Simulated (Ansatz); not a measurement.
Basis-set series for CH3F2GaO, SMILES `FC(F)[O][GaH2]`. Charge 0, multiplicity 1. The structure was optimised at the PBE0-D4/def2-TZVP level. It is one conformer, not always the lowest.

```json
{"functional": "PBE0-D4", "basis": "def2-SVP", "functions": "103", "energy (Eh)": "-2238.64528", "HOMO (eV)": "-8.54", "LUMO (eV)": "-1.00"}
{"functional": "PBE0-D4", "basis": "def2-TZVPP", "functions": "214", "energy (Eh)": "-2239.27035", "HOMO (eV)": "-8.62", "LUMO (eV)": "-1.13"}
{"functional": "ωB97M-V", "basis": "def2-SVP", "functions": "103", "energy (Eh)": "-2239.01484", "HOMO (eV)": "-10.78", "LUMO (eV)": "0.74"}
{"functional": "ωB97M-V", "basis": "def2-TZVPP", "functions": "214", "energy (Eh)": "-2239.64739", "HOMO (eV)": "-10.89", "LUMO (eV)": "0.56"}
```

**Question.** Give the rows for def2-QZVPP. (Estimate.)

**Answer.** Computed: 
| functional | basis | functions | energy (Eh) | HOMO (eV) | LUMO (eV) |
| --- | --- | --- | --- | --- | --- |
| PBE0-D4 | def2-QZVPP | 407 | -2239.33060 | -8.64 | -1.20 |
| ωB97M-V | def2-QZVPP | 407 | -2239.70533 | -10.92 | 0.31 |

Positive LUMOs are unbound and depend on the basis. Scalar relativity is left out up to krypton.
